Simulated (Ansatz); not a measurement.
`C[SiH2]O` + H₂Te → `C[SiH2][TeH]` + H₂O at 700 K and 1 bar (ligand exchange at the Si–O bond).

Computed with Ansatz on PBE0-D4/def2-TZVP structures; ΔE is electronic, products minus reactants. CCSD(T)/CBS adds triple-zeta CCSD(T) − MP2 to the extrapolated MP2 energy (def2 sets, frozen cores). This one scheme is used for every species. def2 core potentials past Kr. For Te outer-core shells are correlated without core-valence functions, which leaves a few kJ/mol of doubt a bond. Each species was taken in one conformer, which may not be the lowest.

```csv
species,CCSD(T)/CBS energy (Eh),H − E (kJ/mol),S (J/(mol·K))
`C[SiH2]O`,-405.96945,239.4,390.4
H₂Te,-268.91024,57.2,261.6
`C[SiH2][TeH]`,-598.49179,226.3,435.2
H₂O,-76.37941,80.5,218.4
```

H − E and S are ideal-gas, rigid-rotor, harmonic terms from PBE0-D4/def2-TZVP, for one conformer and one mirror image of each species. 1 Eh = 2625.50 kJ/mol, R = 8.31446 J/(mol·K).

Problem. By hand: ΔE, ΔH, ΔS and ΔG.

Solution. ΔE = (-598.49179) + (-76.37941) − (-405.96945) − (-268.91024) = 0.00849 Eh = 22.3 kJ/mol. Δ(H − E) = 226.3 + 80.5 − 239.4 − 57.2 = 10.2, so ΔH = 32.5 kJ/mol. ΔS = 435.2 + 218.4 − 390.4 − 261.6 = 1.6 J/(mol·K). ΔG = 32.5 − 700 × (1.6)/1000 = 31.4 kJ/mol.

Problem. By hand: the equilibrium constant, and the temperature at which ΔG would vanish if ΔH and ΔS stayed fixed.

Solution. log₁₀ K = −ΔG/(RT ln 10) = -2.3. ΔG = 0 at ΔH/ΔS = 20312 K, far beyond where these terms or the molecules hold.

The number of gas molecules stays the same, so ΔS is small and ΔH decides. A doubt of 5 kJ/mol in ΔE shifts log₁₀ K by 0.4 here. Other conformers and mirror images would add mixing entropy, several J/(mol·K) or more a flexible species. These are equilibria of isolated gas molecules and say nothing of rates. Largest T1 diagnostic: 0.010 (customary marks: 0.02 for closed shells, 0.045 for open ones).
